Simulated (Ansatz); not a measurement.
```yaml
crystal:
  periodic: [false, false, false]
  atoms:
    - {symbol: B, position_ang: [-0.828426, 0.040531, -0.777467]}
    - {symbol: Si, position_ang: [0.526195, 0.867191, 0.358140]}
    - {symbol: Se, position_ang: [0.675053, -1.461921, -0.150109]}
    - {symbol: H, position_ang: [-1.891973, -0.261694, -0.328530]}
    - {symbol: H, position_ang: [-0.659135, 0.151832, -1.956672]}
    - {symbol: H, position_ang: [0.468772, 0.972202, 1.837660]}
    - {symbol: H, position_ang: [1.779742, 1.478679, -0.147970]}
    - {symbol: H, position_ang: [0.021773, -1.843919, 1.109250]}
basis:
  gaussian: {orbitals: def2-TZVPD}
magnetization: {spin_polarized: true, initial_magnetization: 0}
hamiltonian: {xc: {name: r2SCANh}, dispersion: d3bj}
multiplicity: 3
```

```sh
$ ansatz run in.yaml --threads 2 --pin off --events-out ev --progress --plain --max-ram 4352MiB
```

It prints (some lines left out):

```
Error: YAML parse error: error: line 16 column 1: unknown field `multiplicity`, expected one of crystal, accuracy, basis, kpoints, hamiltonian, magnetization, projection, total_charge, correlation, batch, efield, external_charges, scf, relax, neb, saddle, md, ramp, phonons, dielectric, real_time, elastic, magnetic_configurations, gw, evaluate, workflow, output, checkpoint, execution
14 | magnetization: {spin_polarized: true, initial_magnetization: 0}
15 | hamiltonian: {xc: {name: r2SCANh}, dispersion: d3bj}
16 | multiplicity: 3
```

(1) What is wrong with this run?

## Answers

(1) The input holds a key that doesn't belong there. The program refused the input.
